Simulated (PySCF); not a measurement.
C3H7NSi, SMILES C#CCN[SiH3]. Geometry: PBE-D3(BJ)/def2-SVP. One conformer was computed; it need not be the lowest.

Computed equilibrium geometry at PBE-D3(BJ)/def2-SVP (PySCF confirms it by a frequency run) as a Z-matrix (one conformer of several):
```
N
H 1 1.0249
C 1 1.4603 2 112.01
H 3 1.1134 1 108.48 2 -171.88
H 3 1.1141 4 105.12 1 -117.42
C 3 1.4719 4 108.86 5 -116.42
C 6 1.2232 5 150.87 3 -175.80
H 7 1.0809 5 161.63 3 -177.48
Si 1 1.7554 2 115.70 3 146.33
H 9 1.5031 1 106.67 2 45.60
H 9 1.5047 10 111.02 1 -116.19
H 9 1.5123 10 108.02 11 -117.63
```
